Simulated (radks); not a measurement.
Effect of the nuclear size on neutral dysprosium, [Xe] 4f10 6s2. Calculated with a radial shooting solver on a logarithmic mesh with Libxc functionals: Dirac Kohn-Sham, BLYP, spin-unpolarised, spherical densities, finite nucleus; open shells are shared between the two j in proportion to 2j + 1; Fermi nuclear charge, rms radius 5.2218 fm. The rms radius is varied about that value; shifts are against it.

| rms radius (fm) | total energy shift (eV) | density at nucleus (e/bohr^3) | 1s1/2 shift (meV) | 2s1/2 shift (meV) | 5s1/2 shift (meV) | 5p1/2 shift (meV) | 6s1/2 shift (meV) | 4f7/2 shift (meV) | 6p1/2 (empty) shift (meV) |
|---|---|---|---|---|---|---|---|---|---|
| 4.4907 | -6.84 | 7.716e+05 | -2810 | -369 | -2.77 | 0.311 | -0.113 | 0.517 | 0.090 |
| 4.8249 | -3.81 | 7.566e+05 | -1560 | -205 | -1.54 | 0.173 | -0.063 | 0.287 | 0.050 |
| 5.2218 | 0 | 7.405e+05 | 0.000 | 0.000 | 0.000 | 0.000 | 0.000 | 0.000 | 0.000 |
| 5.7335 | 5.23 | 7.219e+05 | 2150 | 282 | 2.12 | -0.238 | 0.086 | -0.395 | -0.069 |
| 5.8328 | 6.29 | 7.186e+05 | 2580 | 339 | 2.54 | -0.286 | 0.104 | -0.475 | -0.083 |

Slopes of the eigenvalues against <r^2> in GHz/fm^2, as finite differences over the two radii next to the reference (eigenvalue slopes, not the field-shift constants of lines): 1s1/2 93600, 2s1/2 12300, 5s1/2 92.2, 5p1/2 -10.4, 6s1/2 3.76, 4f7/2 -17.2, 6p1/2 (empty) -3.00.
